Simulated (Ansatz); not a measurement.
System: GaO$_{2}$ (charge 0, doublet). It need not be the lowest isomer of its formula. 
Coordinates optimised at B3LYP-D3(BJ)/def2-TZVP (Ansatz, a program for electronic structure):
```xyz
3

Ga     0.0000     0.0000     0.0000
O      0.0000     0.0000    -1.6959
O      0.0000     0.0000     1.6959
```
Charge 0, spin multiplicity 2.

Basis-set convergence of Hartree-Fock and CCSD correlation energies (hartree) with Ansatz. Correlated levels leave the core frozen unless marked. UHF or UKS for open shells. No spin-orbit coupling. The frozen core is the preceding noble-gas configuration, with the filled d and f shells of earlier blocks. No relativistic terms.

The T1 diagnostic of CCSD in the largest basis is 0.049, which is high, so the coupled-cluster rows are less sure than usual.

```json
[
 {"basis": "aug-cc-pVDZ", "functions": "82", "E(HF)": "-2072.86921", "E(corr, CCSD)": "-0.43767"},
 {"basis": "aug-cc-pVTZ", "functions": "151", "E(HF)": "[?]", "E(corr, CCSD)": "[?]"}
]
```

**Question.** What belongs in the gaps?

**Answer.** 
- aug-cc-pVTZ, E(HF): -2072.97978
- aug-cc-pVTZ, E(corr, CCSD): -0.52271
